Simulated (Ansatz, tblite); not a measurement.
Cost and result up the ladder for MgSe₂⁻ (3 atoms). The state is a doublet with charge -1. Geometry: PBE0-D4/def2-TZVPD.

```
atom   x (Å)   y (Å)   z (Å)
 Mg1   0.002  -0.002   0.001
 Se2  -0.327   0.946   2.160
 Se3   0.324  -0.945  -2.161
```

Ansatz on 4 threads of Arm Neoverse V1 on a shared host; xTB runs through tblite on one thread. Times are rough, summed over both states, and most runs start from the orbitals of an earlier one. B2PLYP/def2-TZVPD serves as the yardstick here, not as an exact answer. Differences are given only for rows in sets of like size (and for xTB, whose basis is part of the method), since another set adds its own error. The other state is a quartet at its own geometry.

The xTB rows come from tblite. LC-ωPBE has ω = 0.4 bohr⁻¹. Correlated methods freeze 19 core orbitals; core or outer-core shells of Mg, Se are correlated, in sets that lack core-valence functions. The rows differ in basis, and correlated rows in double-zeta sets carry the largest basis error. In CCSD on the charge -1 doublet the largest single amplitude is 0.22, so its Hartree–Fock determinant may place the open shell otherwise than the density functionals do. HOMO above LUMO, or a gap near zero within one spin, warns that the state may not be the lowest or that an electron is smeared out. The structure comes from a short search, and lower isomers may exist.

Run but left out: LDA (SPW92)/def2-TZVPD (doublet: an occupied level 0.09 eV above an empty one).

Correlated methods converge slowly with the basis, most of all in double-zeta sets.

xTB has no spin-polarisation term.

```json
{"level": "GFN1-xTB", "functions": "22", "wall time": "0.004 s", "quartet − doublet (eV)": "2.57", "difference from B2PLYP/def2-TZVPD (eV)": "0.64", "remarks": "–"}
{"level": "GFN2-xTB", "functions": "27", "wall time": "0.006 s", "quartet − doublet (eV)": "2.70", "difference from B2PLYP/def2-TZVPD (eV)": "0.77", "remarks": "–"}
{"level": "PBE-D4/def2-TZVPD", "functions": "149", "wall time": "14 s", "quartet − doublet (eV)": "2.04", "difference from B2PLYP/def2-TZVPD (eV)": "0.11", "remarks": "HOMO above zero (quartet), gap within one spin near zero (doublet)"}
{"level": "MP2/def2-TZVPD", "functions": "149", "wall time": "15 s", "quartet − doublet (eV)": "1.73", "difference from B2PLYP/def2-TZVPD (eV)": "-0.20", "remarks": "–"}
{"level": "RPA@PBE/def2-TZVPD", "functions": "149", "wall time": "16 s", "quartet − doublet (eV)": "1.96", "difference from B2PLYP/def2-TZVPD (eV)": "0.03", "remarks": "–"}
{"level": "LC-ωPBE/def2-TZVPD", "functions": "149", "wall time": "28 s", "quartet − doublet (eV)": "1.44", "difference from B2PLYP/def2-TZVPD (eV)": "-0.49", "remarks": "–"}
{"level": "PBE0-D4/def2-TZVPD (with forces)", "functions": "149", "wall time": "31 s", "quartet − doublet (eV)": "1.86", "difference from B2PLYP/def2-TZVPD (eV)": "-0.07", "remarks": "–"}
{"level": "B2PLYP/def2-TZVPD", "functions": "149", "wall time": "46 s", "quartet − doublet (eV)": "1.93", "difference from B2PLYP/def2-TZVPD (eV)": "0.00", "remarks": "–"}
{"level": "r2SCAN-D4/def2-TZVPD", "functions": "149", "wall time": "48 s", "quartet − doublet (eV)": "2.04", "difference from B2PLYP/def2-TZVPD (eV)": "0.11", "remarks": "HOMO above zero (quartet)"}
{"level": "CCSD(T)/def2-SVPD", "functions": "103", "wall time": "53 s", "quartet − doublet (eV)": "1.64", "difference from B2PLYP/def2-TZVPD (eV)": "–", "remarks": "–"}
{"level": "r2SCAN0-D4/def2-TZVPD", "functions": "149", "wall time": "71 s", "quartet − doublet (eV)": "1.76", "difference from B2PLYP/def2-TZVPD (eV)": "-0.17", "remarks": "–"}
{"level": "B97M-V/def2-TZVPD", "functions": "149", "wall time": "98 s", "quartet − doublet (eV)": "2.10", "difference from B2PLYP/def2-TZVPD (eV)": "0.17", "remarks": "HOMO above zero (quartet)"}
```
